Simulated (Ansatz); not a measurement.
CH7B2ClSi can be A, `CB([SiH3])BCl`, or B, `CB(Cl)B[SiH3]`.

Gas-phase electronic energies from Ansatz, PBE0-D4/def2-TZVP geometries. CBS: MP2 limit from def2 TZ/QZ plus the TZ coupled-cluster correction, frozen cores. Functionals use def2-TZVPP. B3LYP here is the variant with VWN-RPA as its local correlation; programs differ in this. One conformer a species, not always the lowest.

(1) Which isomer does CCSD(T)/CBS put lower? Give the gap. (An estimate is asked.)

(2) Give E(B) − E(A) in kcal/mol with B3LYP-D4, ωB97M-V, B3LYP, MP2/def2-TZVPP, CCSD/def2-TZVPP, B2PLYP, PBE-D4. (Best estimate.)

Largest T1 diagnostic: 0.013.

## Answers

(1) Computed: B, by 2.1 kcal/mol.

(2) The calculation gave: B3LYP-D4 -1.9, ωB97M-V -2.0, B3LYP -2.0, MP2/def2-TZVPP -2.0, CCSD/def2-TZVPP -2.1, B2PLYP -2.0, PBE-D4 -1.7. None reverses the order clearly.
